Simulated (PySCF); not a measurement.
**Ionisation energy along the 5-electron series**

Calculated with PySCF 2.14 and a two-component X2C-1e Hamiltonian (Gaussian nucleus, no Breit or QED terms), each ion in its own even-tempered basis scaled to its charge; GMP2 freezes nothing and drops the highest virtual spinors. Values in eV. NIST values: (m) measured, (s) semi-empirical, (t) theoretical.

| ion | configuration | GHF (spin-free) | GMP2 (spin-free) | GHF (screened spin-orbit) | GMP2 (screened spin-orbit) | NIST |
| --- | --- | --- | --- | --- | --- | --- |
| Cs⁵⁰⁺ | [He] 2s2 2p1 | 9362.8 | 9362.1 | 9636.9 | 9635.1 | 9629 ± 4 (t) |
| La⁵²⁺ | [He] 2s2 2p1 | 10114.9 | 10114.2 | 10436.3 | 10434.4 | 10426 ± 4 (t) |

Q: Fill in the row of Ba⁵¹⁺.

A: configuration: [He] 2s2 2p1; GHF (spin-free): 9735.0; GMP2 (spin-free): 9734.3; GHF (screened spin-orbit): 10032.0; GMP2 (screened spin-orbit): 10030.1; NIST: 10023 ± 4 (t).
